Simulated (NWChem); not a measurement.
# Si₂NH₅F₂; SMILES F[SiH](F)N[SiH3]

```xyz
10

Si    -0.0067     2.0413     0.2352
N     -0.6942     0.5733    -0.4472
Si    -0.0275    -0.9982    -0.4046
F      1.4796    -0.8117     0.1166
F     -0.7597    -1.9716     0.6417
H      1.2441     2.4451    -0.4575
H      0.2984     1.8891     1.6805
H     -1.0309     3.1032     0.0520
H     -1.6006     0.6839    -0.8904
H     -0.0524    -1.6878    -1.7071
```
Atoms are numbered in this order, from 1.

Program: NWChem. Medium grid unless said otherwise, to which SCAN and Minnesota functionals are sensitive. Coordinates come from a B3LYP/6-31G* (spherical d) optimisation. Hybrids' shares of exact exchange are those that their runs print; pure functionals count as 0. The functionals differ in more than this share.

| row | share of exact exchange | orbital gap (eV) |
|---|---|---|
| PBE/def2-TZVP | 0.00 | 6.03 |
| r2SCAN/def2-TZVP | 0.00 | 6.82 |
| TPSSh/def2-TZVP | 0.10 | 7.26 |
| B3LYP/def2-TZVP | 0.20 | 7.79 |
| PW6B95/def2-TZVP | 0.28 | withheld |
| Hartree-Fock/def2-TZVP | 1.00 | 14.58 |

Q: Fit a straight line of the last column on the one before it, predict the withheld value, and compare with the run.

A: 
1. Means of the 5 shown rows: x = 0.260, y = 8.496. Slope Σ(x − x̄)(y − ȳ)/Σ(x − x̄)² = 5.819/0.7120 = 8.173; intercept 6.371.
2. The shown rows scatter about the line by 0.272 (root mean square); the largest residual is +0.45, at r2SCAN/def2-TZVP.
3. At x = 0.28 (PW6B95/def2-TZVP; inside the shown range) the line gives 8.66.
4. The run gives 8.37, -0.29 from the line, 1.1 times the scatter.
